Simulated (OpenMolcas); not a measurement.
## 2s2 2p along the 5-electron sequence

| Item | Value |
| --- | --- |
| Program | OpenMolcas 26.06 |
| Method | RASSCF |
| Basis | ANO-R2 |
| Scalar Hamiltonian | X2C, finite nucleus |
| Spin-orbit coupling | state interaction with AMFI integrals over the reference wave functions, term energies averaged over their components |

Active space for each ion: 3 electrons in 9 orbitals (RAS2 2s 2p; RAS3 3d, at most 2 electrons).

Computed levels in cm-1 above 2P* 1/2:

```csv
Level,N2+,O3+,F4+,Ne5+
2P* 3/2,156,349,678,1203
weight of 2P* in the lowest level (%),100,100,100,100
```

Measured, with the error of the calculation in %. Measured levels: N2+ from Moore, Selected Tables of Atomic Spectra, NSRDS-NBS 3, section 5; O3+ from Moore, Selected Tables of Atomic Spectra, NSRDS-NBS 3, section 10; F4+ from Moore, Atomic Energy Levels, vol. I, NSRDS-NBS 35 (1971 reprint of NBS Circular 467, 1949); Ne5+ from NIST levels in Podobedova, Fuhr, Reader and Wiese, J. Phys. Chem. Ref. Data 33, 525 (2004).

```
  Level          N2+         O3+         F4+         Ne5+
2P* 3/2  174 (-10.6)  386 (-9.7)  746 (-9.1)  1310 (-8.2)
```

The fine-structure level 2P* 3/2 changes by a factor of 7.71 from N2+ to Ne5+. Its fourth root runs 3.53, 4.32, 5.10, 5.89, with steps per unit of Z of 0.79, 0.78, 0.79; equal steps would mean a (Z - σ)^4 law with constant σ.

Active for correlation alone: 3d; no level in the range computed is led by a configuration that fills it, so any true level of that kind is missing. Computed and measured levels are paired by configuration, term and J; levels that our copy of the source lacks, or whose pairing is in doubt (as where it misses far off the trend of its configuration), stay unpaired and out of the deviations. Only configurations of the active space appear.

* marks odd parity.
